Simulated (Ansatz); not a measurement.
A nudged elastic band was laid between two geometries of B₂FH₃OSi (8 atoms, charge 0, multiplicity 1).

The calculation used RKS PBE/def2-SVP (Ansatz 0.2.0).

```yaml
movable_images: 7
climbing_image: yes
spring: 5.0 eV/Å²
optimiser: quadratic models (default)
start_path: IDPP
force_threshold: 0.03 eV/Å
iteration_limit: 60
end_points: relaxed
```

First end point:

```xyz
8
Properties=species:S:1:pos:R:3
B 0.864 0.458 0.723
B -0.457 1.248 0.120
O -1.453 0.853 -0.591
Si -0.326 -0.726 -0.441
F 0.071 -1.044 -1.990
H 0.792 0.182 1.910
H 1.952 0.699 0.232
H -1.351 -1.727 -0.019
```

Last end point:

```xyz
8
Properties=species:S:1:pos:R:3
B 0.864 0.458 0.723
B -0.455 1.249 0.116
O -1.452 0.855 -0.594
Si -0.327 -0.726 -0.441
F 0.073 -1.047 -1.989
H 1.956 0.693 0.237
H 0.785 0.186 1.910
H -1.352 -1.726 -0.018
```

What changes between the two ends?

No bond is made or broken. The dihedral H7–B1–B2–Si4 goes from 106 to -106°. The two ends are copies of one structure, up to a mirror image or an exchange of like atoms.

Give the energies along the band, and the barrier.

It converged. The highest image is number 4 of 0 to 8, 1.93 eV above the ends, which have the same energy within 2 meV. A vibrational analysis at the climbing image gives one clearly imaginary mode, 863i cm⁻¹: a first-order saddle point.

| image | path coordinate (Å) | energy (eV) | dihedral H7–B1–B2–Si4 (°) |
| --- | --- | --- | --- |
| 0 | 0.00 | 0.00 | 106 |
| 1 | 0.62 | 0.10 | 103 |
| 2 | 1.24 | 0.47 | 112 |
| 3 | 1.86 | 1.15 | 134 |
| 4 | 2.47 | 1.93 | 178 |
| 5 | 3.06 | 1.19 | -138 |
| 6 | 3.65 | 0.46 | -113 |
| 7 | 4.24 | 0.09 | -103 |
| 8 | 4.83 | 0.00 | -106 |

What is the geometry of the highest image?


```xyz
8
Properties=species:S:1:pos:R:3:forces:R:3
B 0.888 0.166 0.753 -0.02 0.00 0.00
B 0.073 1.089 -0.158 0.00 -0.01 0.00
O -1.043 1.012 -0.967 -0.01 0.02 -0.01
Si -0.644 -0.629 -0.397 0.02 -0.02 0.00
F -0.272 -1.632 -1.621 0.00 0.00 0.01
H 1.768 -0.300 1.418 0.01 0.00 0.00
H 1.059 1.521 0.555 0.00 0.01 0.00
H -1.737 -1.284 0.361 0.00 0.00 0.00
```

What are the harmonic wavenumbers there?

863i, 181, 247, 278, 413, 447, 524, 617, 699, 775, 815, 901, 1012, 1288, 1523, 2241, 2272, 2723 cm⁻¹.

The band took 19 iterations and about 5 core-minutes.

Time of the run: 4.8 min on 1 thread of Arm Neoverse V2 (shared host), peak memory 0.1 GiB.
